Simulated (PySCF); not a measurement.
ClH₆NSSi₂, SMILES Cl[SiH2]S[SiH2]N.

Geometry optimised at B3LYP-D3(BJ)/def2-SVP. The structure was generated by enumeration, and PubChem lists no compound with its InChIKey, so it may never have been made. Other conformers were not sampled.

Two levels are set side by side: PBE/def2-TZVP (PySCF) and r2SCAN/def2-TZVP (PySCF). Same geometry, gas phase. Differences are taken from unrounded values.

```csv
quantity,r2SCAN,PBE,PBE minus r2SCAN
orbital gap (eV),5.81,5.19,-0.63
highest occupied level (eV),-6.57,-6.27,0.30
lowest empty level (eV),-0.76,-1.09,-0.33
dipole moment (D),0.58,0.61,0.03
mean polarisability (bohr³),89.8,92.7,2.9
```

Rough cost on one machine, each run with all the roots and properties that it gave: r2SCAN against PBE about 4 times.
